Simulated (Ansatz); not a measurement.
Stepwise reaction of `[Cl][Ti]12345678([Cl])([C@H]9[C@@H]1[C@@H]2[C@@H]3[C@H]94)[C@H]1[C@@H]5[C@@H]6[C@@H]7[C@H]18` with water, as a gas-phase model of exchange steps in deposition or etching. ΔE in kJ/mol.

Computed with Ansatz on PBE0-D4/def2-TZVP structures; ΔE is electronic, products minus reactants. CCSD(T)/CBS adds triple-zeta CCSD(T) − MP2 to the extrapolated MP2 energy (def2 sets, frozen cores). This one scheme is used for every species. Functionals use def2-TZVPP. B3LYP here is the variant with VWN-RPA as its local correlation; programs differ in this. For Ti outer-core shells are correlated without core-valence functions, which leaves a few kJ/mol of doubt a bond. Scalar relativity is left out up to krypton. One conformer a species, not always the lowest.

```csv
step,reaction,PBE-D4,B3LYP-D4,ωB97M-V,CCSD(T)/CBS
1,`[Cl][Ti]12345678([Cl])([C@H]9[C@@H]1[C@@H]2[C@@H]3[C@H]94)[C@H]1[C@@H]5[C@@H]6[C@@H]7[C@H]18` + H₂O → `[OH][Ti]12345678([Cl])([C@H]9[C@@H]1[C@@H]2[C@@H]3[C@H]94)[C@H]1[C@@H]5[C@@H]6[C@@H]7[C@H]18` + HCl,46.0,46.7,48.4,58.3
2,`[OH][Ti]12345678([Cl])([C@H]9[C@@H]1[C@@H]2[C@@H]3[C@H]94)[C@H]1[C@@H]5[C@@H]6[C@@H]7[C@H]18` + H₂O → `[OH][Ti]12345678([OH])([C@H]9[C@@H]1[C@@H]2[C@@H]3[C@H]94)[C@H]1[C@@H]5[C@@H]6[C@@H]7[C@H]18` + HCl,54.6,55.5,58.2,67.6
```

Q: By hand: ΔE of the 2 steps together at CCSD(T)/CBS.

A: (58.3) + (67.6) = 125.9 kJ/mol, or 62.9 kJ/mol a step.

In ΔE each step is higher than the one before. All are uphill at CCSD(T)/CBS. PBE-D4 differs from CCSD(T)/CBS by -13.0 to -12.3 kJ/mol a step. Only this route is followed, and other bonds may react first. Isolated molecules leave out the surface, adducts and barriers. Largest T1 diagnostic: 0.019.
